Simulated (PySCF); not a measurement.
# W⁺: ionisation energy

W⁺ [Xe] 4f14 5d4 6s1 (6D) → W²⁺ [Xe] 4f14 5d4 (5D), as a difference of total energies. Calculation: PySCF 2.14, in x2c-TZVPPall with one added diffuse shell each of s, p, d, f type (12s8p8d4f1g, 113 functions); scalar relativity by spin-free X2C-1e. Correlated levels: valence: [Xe] 4f14 frozen. The calculations carry no spin-orbit coupling.

| method | ionisation energy (eV) |
| --- | --- |
| UHF | 15.039 |
| MP2 (valence) | 15.519 |
| SCS-MP2 (valence) | 15.215 |
| CCSD (valence) | 15.572 |
| CCSD(T) (valence) | 15.591 |

How much does correlation contribute at CCSD(T) (valence)?

15.591 − (15.039) = 0.552 eV, measured against UHF.

A first-order spin-orbit estimate (lowest level to lowest level, LS coupling) adds -0.067 eV.

Errors of the correlated levels include the incompleteness of this basis and the frozen core.

For comparison: 16.37 ± 0.15 eV (semi-empirical (NIST evaluation); NIST Atomic Spectra Database, ionization energies).
